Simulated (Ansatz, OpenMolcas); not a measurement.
## How methods differ on CH5AlO2 (SMILES C[Al](O)O)

The species is CH5AlO2 (9 atoms), meant as a singlet with charge 0. SMILES: `C[Al](O)O`. The shape is that of a PBE0-D4/def2-TZVP optimisation. This is one conformer, not always the lowest.

Quantity: the HOMO–LUMO gap, in eV. The values are calculated.

```tsv
level	kind	program	value (eV)	CPU time
HF/def2-SVP	Hartree–Fock	OpenMolcas	14.63	9.7 s
SVWN5/def2-SVP	LDA	OpenMolcas	6.18	33 s
revPBE/def2-SVP	GGA	Ansatz	6.19	3.2 s
r2SCAN/def2-SVP	meta-GGA	Ansatz	7.17	6.1 s
BHLYP/def2-SVP	global hybrid	Ansatz	10.57	4.9 s
CAM-B3LYP/def2-SVP	range-separated hybrid	Ansatz	10.88	4.5 s
wB97M-V/def2-SVP	range-separated hybrid	Ansatz	12.51	32 s
PBE-QIDH/def2-SVP	double hybrid	Ansatz	12.38	5.3 s
```

The values span 6.18 to 14.63 eV. Orbital gaps aren't excitation energies, and those of double hybrids come from the SCF part alone; they tend to grow with the share of exact exchange. CPU times are rough (shared hosts, several kinds of processor): they show what a rung costs within a factor of a few.
